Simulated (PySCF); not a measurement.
In(H)(F)(OMe) (CH4FInO), SMILES C[O][InH][F]. Geometry optimised at PBE0-D3(BJ)/def2-SVP. The def2 effective core potentials stand for the cores of In; spin–orbit coupling is left out. The values are those of a single conformer.

### Question
Give the equilibrium geometry at PBE0-D3(BJ)/def2-SVP (PySCF confirms it by a frequency run) as Cartesian coordinates in Å, and its point group. (Estimate from the structure and the level; the computed values follow.)

### Answer
This is not unique; one that fits is point group Cs.
```xyz
8

In    -0.2556     0.5254     0.0000
H     -1.2955     1.8594     0.0000
F      1.7042     0.6746     0.0000
O     -0.6700    -1.4116     0.0000
C      0.3348    -2.3889     0.0000
H      1.3580    -1.9710     0.0000
H      0.2384    -3.0378     0.8904
H      0.2384    -3.0378    -0.8904
```
Charge 0, spin multiplicity 1.
